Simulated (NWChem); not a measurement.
System: C3H5FSi; SMILES FC1=CC[SiH2]1

NWChem printed, in part:

```
             Northwest Computational Chemistry Package (NWChem) 7.3.0
             --------------------------------------------------------

 CS  symmetry detected

                             Geometry "geometry" -> ""
                             -------------------------

 Output coordinates in angstroms (scale by  1.889725989 to convert to a.u.)

  No.       Tag          Charge          X              Y              Z
 ---- ---------------- ---------- -------------- -------------- --------------
    1 F                    9.0000    -0.25932982     2.10801458     0.00000000
    2 C                    6.0000     0.01527790     0.80124422     0.00000000
    3 C                    6.0000     1.23864163     0.20926820     0.00000000
    4 C                    6.0000     0.97424639    -1.29399016     0.00000000
    5 Si                  14.0000    -0.89786860    -0.84998891     0.00000000
    6 H                    1.0000     2.22930748     0.70100247     0.00000000
    7 H                    1.0000     1.34956529    -1.82447479    -0.90051100
    8 H                    1.0000     1.34956529    -1.82447479     0.90051100
    9 H                    1.0000    -1.69665240    -1.21173649    -1.22336600
   10 H                    1.0000    -1.69665240    -1.21173649     1.22336600

 Effective nuclear repulsion energy (a.u.)     211.3938766607

      Symmetry information
      --------------------

 Group name             Cs
 Group number              2
 Group order               2
 No. of unique centers     8

                                 NWChem DFT Module
                                 -----------------

 Summary of "ao basis" -> "ao basis" (spherical)
 ------------------------------------------------------------------------------
       Tag                 Description            Shells   Functions and Types
 ---------------- ------------------------------  ------  ---------------------
 F                          def2-svp                 6       14   3s2p1d
 C                          def2-svp                 6       14   3s2p1d
 Si                         def2-svp                 8       18   4s3p1d
 H                          def2-svp                 3        5   2s1p

      Symmetry analysis of basis
      --------------------------

        a'         67
        a"         32

            General Information
            -------------------
          SCF calculation type: DFT
          Wavefunction type:  closed shell.
          No. of atoms     :    10
          No. of electrons :    46
           Alpha electrons :    23
            Beta electrons :    23
          Charge           :     0
          Spin multiplicity:     1
          Use of symmetry is: on ; symmetry adaption is: on
          Maximum number of iterations: 150
          AO basis - number of functions:    99
                     number of shells:    47
          Convergence on energy requested:  1.00D-06
          Convergence on density requested:  1.00D-05
          Convergence on gradient requested:  5.00D-04

              XC Information
              --------------
                     r^2SCAN0 Method XC Functional
                     Hartree-Fock (Exact) Exchange  0.250
               r^2SCAN metaGGA Exchange Functional  0.750
                     r^2SCAN Correlation Potential  1.000

             Grid Information
             ----------------
          Grid used for XC integration:  medium
          Radial quadrature: Mura-Knowles
          Angular quadrature: Lebedev.
          Tag              B.-S. Rad. Rad. Pts. Rad. Cut. Ang. Pts.
          ---              ---------- --------- --------- ---------
          F                   0.50       49          11.0       434
          C                   0.70       49          10.0       434
          Si                  1.10       88          10.0       590
          H                   0.35       45          11.0       434
          Grid pruning is: on
          Number of quadrature shells:   419
          Spatial weights used:  Erf1

      Superposition of Atomic Density Guess
      -------------------------------------

 Sum of atomic energies:        -503.40188233

      Non-variational initial energy
      ------------------------------

 Total energy =    -505.933421
 1-e energy   =   -1113.518432
 2-e energy   =     396.191134
 HOMO         =      -0.279733
 LUMO         =       0.025370

      Symmetry analysis of molecular orbitals - initial
      -------------------------------------------------

  Numbering of irreducible representations:

     1 a'          2 a"

  Orbital symmetries:

     1 a'          2 a'          3 a'          4 a'          5 a'
     6 a'          7 a'          8 a"          9 a'         10 a'
    11 a'         12 a'         13 a'         14 a'         15 a"
    16 a'         17 a'         18 a"         19 a'         20 a"
    21 a'         22 a'         23 a"         24 a"         25 a'
    26 a'         27 a'         28 a'         29 a"         30 a'
    31 a'         32 a"         33 a'

     ---------------------------------------------
      Total Density - Mulliken Population Analysis
     ---------------------------------------------

    Atom       Charge   Shell Charges
 -----------   ------   -------------------------------------------------------
    1 F    9     9.36   1.99  1.14  0.77  3.42  2.04  0.01
    2 C    6     5.72   1.99  0.96  0.33  1.66  0.71  0.07
    3 C    6     6.24   1.99  0.98  0.34  1.95  0.94  0.04
    4 C    6     6.44   1.99  0.97  0.29  2.03  1.14  0.02
    5 Si  14    13.43   2.00  1.99  1.01  0.27  5.94  1.09  0.96  0.18
    6 H    1     0.91   0.66  0.22  0.02
    7 H    1     0.87   0.66  0.19  0.02
    8 H    1     0.87   0.66  0.19  0.02
    9 H    1     1.07   0.69  0.37  0.01
   10 H    1     1.07   0.69  0.37  0.01

   convergence    iter        energy       DeltaE   RMS-Dens  Diis-err
 ---------------- ----- ----------------- --------- --------- ---------
 d= 0,ls=0.0,diis     1   -506.1297249541 -7.18D+02  8.38D-03  3.90D-01
 d= 0,ls=0.0,diis     2   -506.1436402781 -1.39D-02  4.33D-03  3.58D-01
 d= 0,ls=0.0,diis     3   -506.1766653309 -3.30D-02  1.34D-03  2.91D-02
 d= 0,ls=0.0,diis     4   -506.1797073207 -3.04D-03  4.98D-04  2.94D-03
 d= 0,ls=0.0,diis     5   -506.1800575866 -3.50D-04  1.38D-04  3.13D-04
  Resetting Diis
 d= 0,ls=0.0,diis     6   -506.1800898165 -3.22D-05  2.51D-05  3.85D-06
 d= 0,ls=0.0,diis     7   -506.1800902969 -4.80D-07  1.43D-05  8.60D-07
 d= 0,ls=0.0,diis     8   -506.1800902666  3.03D-08  7.76D-06  1.09D-06

         Total DFT energy =     -506.180090266611
      One electron energy =    -1116.818063773134
           Coulomb energy =      448.519918837788
    Exchange-Corr. energy =      -49.275821991989
 Nuclear repulsion energy =      211.393876660725

 Numeric. integr. density =       46.000001240129

                  Occupations of the irreducible representations
                  ----------------------------------------------

                     irrep           alpha         beta
                     --------     --------     --------
                     a'               18.0         18.0
                     a"                5.0          5.0

                       DFT Final Molecular Orbital Analysis
                       ------------------------------------

 Vector   21  Occ=2.000000D+00  E=-3.350111D-01  Symmetry=a'
              MO Center= -6.2D-03, -7.9D-02, -1.3D-14, r^2= 3.0D+00
   Bfn.  Coefficient  Atom+Function         Bfn.  Coefficient  Atom+Function
  ----- ------------  ---------------      ----- ------------  ---------------
    46      0.298997   4 C  px               17      0.267152   2 C  s
    18     -0.265479   2 C  px                4     -0.253319   1 F  px
    65      0.249763   5 Si py                7      0.189849   1 F  px
    49      0.189781   4 C  px               68      0.170504   5 Si py
    19     -0.154156   2 C  py                5     -0.152573   1 F  py

 Vector   22  Occ=2.000000D+00  E=-3.250746D-01  Symmetry=a'
              MO Center=  1.2D-01, -4.8D-01, -4.6D-15, r^2= 3.6D+00
   Bfn.  Coefficient  Atom+Function         Bfn.  Coefficient  Atom+Function
  ----- ------------  ---------------      ----- ------------  ---------------
    46      0.301024   4 C  px               64     -0.248364   5 Si px
    18      0.225360   2 C  px               32     -0.215461   3 C  px
    75     -0.214388   6 H  s                49      0.195907   4 C  px
    31      0.189033   3 C  s                67     -0.168977   5 Si px
    90      0.159617   9 H  s                95      0.159617  10 H  s

 Vector   23  Occ=2.000000D+00  E=-2.763662D-01  Symmetry=a"
              MO Center=  5.5D-01,  3.2D-01, -1.3D-15, r^2= 2.6D+00
   Bfn.  Coefficient  Atom+Function         Bfn.  Coefficient  Atom+Function
  ----- ------------  ---------------      ----- ------------  ---------------
    34      0.380210   3 C  pz               20      0.358715   2 C  pz
    37      0.297483   3 C  pz                6      0.253670   1 F  pz
    23      0.216991   2 C  pz                9     -0.205787   1 F  pz
    80      0.139181   7 H  s                85     -0.139181   8 H  s
    48     -0.118607   4 C  pz               81      0.101586   7 H  s

 Vector   24  Occ=0.000000D+00  E= 1.081762D-03  Symmetry=a"
              MO Center=  3.9D-01,  2.4D-01,  3.8D-15, r^2= 2.9D+00
   Bfn.  Coefficient  Atom+Function         Bfn.  Coefficient  Atom+Function
  ----- ------------  ---------------      ----- ------------  ---------------
    37      0.594189   3 C  pz               69     -0.472497   5 Si pz
    23     -0.460347   2 C  pz               34      0.421651   3 C  pz
    20     -0.386262   2 C  pz               91     -0.363517   9 H  s
    96      0.363517  10 H  s                 9      0.156451   1 F  pz
     6     -0.154499   1 F  pz               90     -0.098783   9 H  s

[...]
```

Level: r2SCAN0/def2-SVP. Structure relaxed at the PBE-D3(BJ)/def2-SVP level.

Task: Reconstruct the input file.

Result: Several could match; the one computed here: the input that was run:
```
start job
memory heap 200 mb stack 900 mb global 1100 mb
geometry units angstroms noautoz
  F     -0.319472     2.111725     0.000000
  C     -0.001586     0.814803     0.000000
  C      1.240776     0.263812     0.000000
  C      1.026487    -1.247403     0.000000
  Si    -0.859350    -0.865866     0.000000
  H      2.214552     0.788199     0.000000
  H      1.419229    -1.765121    -0.900511
  H      1.419229    -1.765121     0.900511
  H     -1.645670    -1.253961    -1.223366
  H     -1.645670    -1.253961     1.223366
end
basis spherical
  * library def2-svp
end
dft
  xc r2scan0
  iterations 150
  mulliken
end
task dft energy
```
